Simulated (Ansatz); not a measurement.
Ansatz (a first-principles code) job for Sb(F)3 cation (F₃Sb), SMILES [F][Sb]([F])[F] (connectivity only; charge and spin as stated), charge +1, multiplicity 2, B3LYP-D3(BJ)/def2-SVP. 

Ansatz 0.2 input:
```yaml
crystal:
  periodic: [false, false, false]
  atoms:
    - {symbol: Sb, position_ang: [-0.00000000, -0.00000000, 0.37126737]}
    - {symbol: F, position_ang: [-1.43435465, -0.82812504, -0.70128282]}
    - {symbol: F, position_ang: [0.00000000, 1.65625010, -0.70128281]}
    - {symbol: F, position_ang: [1.43435466, -0.82812504, -0.70128281]}
basis:
  gaussian:
    orbitals: def2-SVP
hamiltonian:
  xc: b3lyp
  dispersion: d3bj
total_charge: 1
magnetization: {spin_polarized: true, initial_magnetization: 1}
relax: {f_tol: 0.002, max_steps: 200}
```

Program output:

```
WARN ansatz: RAYON_NUM_THREADS=1 ignored (pool sized by the plan → 1); use --threads N
Functional definition: B3LYP
integrals: 0.02 GiB planned
775 factors; integrals over basis functions are off by at most 1.5e-4 eV
mean field: 0.37 GiB planned
mean field evaluation 1: about -14652.2069 eV, gradient 7.4e1 eV
mean field evaluation 2: about -14500.9844 eV, gradient 2.0e2 eV
mean field evaluation 4: about -14673.0150 eV, gradient 8.6e0 eV
mean field evaluation 8: about -14673.3787 eV, gradient 9.2e-2 eV
mean field evaluation 16: about -14673.4110 eV, gradient 1.8e-4 eV
mean field evaluation 32: about -14673.1283 eV, gradient 1.6e0 eV
mean field -14673.41099743 eV, -539.2379081602 hartree, gradient 4.4e-5 eV, S^2 0.764000; 5 other end points of the search recorded, 0 dependent functions left out
the calculation of the forces begins
reference -14673.41116290 eV, -539.2379142411 hartree; 25, 24 occupied and 43, 44 virtual orbitals, 775 factors
relax step   1: F+E_penalty+E_count = -14673.51342517 eV  Δ(F+E_penalty+E_count) = +0.000e0 eV  max|allowed force component| = 3.529e0 eV/Å  Δτ_max = 0.0000 Å  (92 SCF iters, accepted)
these checks for a lower state are left out or cut short: starts, cluster_reference, orbital_swaps, neighbouring_geometries, increment
integrals: 0.02 GiB planned
775 factors; integrals over basis functions are off by at most 1.5e-4 eV
mean field: 0.37 GiB planned
mean field -14673.79939157 eV, -539.2521813816 hartree, gradient 6.2e-6 eV, S^2 0.758948; 0 other end points of the search recorded, 0 dependent functions left out
the calculation of the forces begins
reference -14673.79956013 eV, -539.2521875763 hartree; 25, 24 occupied and 43, 44 virtual orbitals, 775 factors
relax step   2: F+E_penalty+E_count = -14673.90001505 eV  Δ(F+E_penalty+E_count) = -3.866e-1 eV  max|allowed force component| = 1.169e0 eV/Å  Δτ_max = 0.1935 Å  (39 SCF iters, accepted)
these checks for a lower state are left out or cut short: starts, cluster_reference, orbital_swaps, neighbouring_geometries, increment
integrals: 0.02 GiB planned
775 factors; integrals over basis functions are off by at most 1.4e-4 eV
mean field: 0.37 GiB planned
mean field -14673.83778733 eV, -539.2535923998 hartree, gradient 1.5e-5 eV, S^2 0.756867; 0 other end points of the search recorded, 0 dependent functions left out
the calculation of the forces begins
reference -14673.83795712 eV, -539.2535986394 hartree; 25, 24 occupied and 43, 44 virtual orbitals, 775 factors
relax step   3: F+E_penalty+E_count = -14673.93885393 eV  Δ(F+E_penalty+E_count) = -3.884e-2 eV  max|allowed force component| = 2.918e-1 eV/Å  Δτ_max = 0.0484 Å  (33 SCF iters, accepted)
these checks for a lower state are left out or cut short: starts, cluster_reference, orbital_swaps, neighbouring_geometries, increment
integrals: 0.02 GiB planned
775 factors; integrals over basis functions are off by at most 1.4e-4 eV
mean field: 0.37 GiB planned
mean field -14673.84206265 eV, -539.2537495149 hartree, gradient 1.3e-5 eV, S^2 0.757279; 0 other end points of the search recorded, 0 dependent functions left out
the calculation of the forces begins
reference -14673.84223223 eV, -539.2537557470 hartree; 25, 24 occupied and 43, 44 virtual orbitals, 775 factors
relax step   4: F+E_penalty+E_count = -14673.94288838 eV  Δ(F+E_penalty+E_count) = -4.034e-3 eV  max|allowed force component| = 1.339e-2 eV/Å  Δτ_max = 0.0101 Å  (35 SCF iters, accepted)
these checks for a lower state are left out or cut short: starts, cluster_reference, orbital_swaps, neighbouring_geometries, increment
integrals: 0.02 GiB planned
775 factors; integrals over basis functions are off by at most 1.4e-4 eV
mean field: 0.37 GiB planned
mean field evaluation 64: about -14673.8421 eV, gradient 9.1e-2 eV
mean field -14673.84212642 eV, -539.2537518586 hartree, gradient 1.2e-5 eV, S^2 0.757278; 0 other end points of the search recorded, 0 dependent functions left out
the calculation of the forces begins
reference -14673.84229602 eV, -539.2537580912 hartree; 25, 24 occupied and 43, 44 virtual orbitals, 775 factors
relax step   5: F+E_penalty+E_count = -14673.94292300 eV  Δ(F+E_penalty+E_count) = -3.462e-5 eV  max|allowed force component| = 3.772e-3 eV/Å  Δτ_max = 0.0021 Å  (29 SCF iters, accepted)
these checks for a lower state are left out or cut short: starts, cluster_reference, orbital_swaps, neighbouring_geometries, increment
integrals: 0.02 GiB planned
775 factors; integrals over basis functions are off by at most 1.4e-4 eV
mean field: 0.37 GiB planned
mean field -14673.84213406 eV, -539.2537521393 hartree, gradient 4.1e-5 eV, S^2 0.757275; 0 other end points of the search recorded, 0 dependent functions left out
the calculation of the forces begins
reference -14673.84230366 eV, -539.2537583721 hartree; 25, 24 occupied and 43, 44 virtual orbitals, 775 factors
relax step   6: F+E_penalty+E_count = -14673.94292441 eV  Δ(F+E_penalty+E_count) = -1.408e-6 eV  max|allowed force component| = 2.013e-5 eV/Å  Δτ_max = 0.0005 Å  (23 SCF iters, accepted)
integrals: 0.02 GiB planned
775 factors; integrals over basis functions are off by at most 1.4e-4 eV
mean field: 0.37 GiB planned
mean field -14673.84213406 eV, -539.2537521393 hartree, gradient 4.1e-5 eV, S^2 0.757275; 1 other end points of the search recorded, 0 dependent functions left out
the calculation of the forces begins
reference -14673.84230366 eV, -539.2537583721 hartree; 25, 24 occupied and 43, 44 virtual orbitals, 775 factors
Total energy: -14673.94309401 eV, -539.2574623490 hartree
Atom 0 at     0.000000     0.000000     0.127923 Å, force    -0.000000     0.000002    -0.000020 eV/Å
Atom 1 at    -1.510809    -0.872261    -0.620164 Å, force     0.000018     0.000007     0.000006 eV/Å
Atom 2 at    -0.000000     1.744522    -0.620176 Å, force    -0.000000    -0.000016     0.000007 eV/Å
Atom 3 at     1.510809    -0.872261    -0.620164 Å, force    -0.000018     0.000007     0.000006 eV/Å
Dipole moment:    -0.000000    -0.000001     0.630144 e Å
```

The run converged.

Cost: around 30 core-seconds (rough).
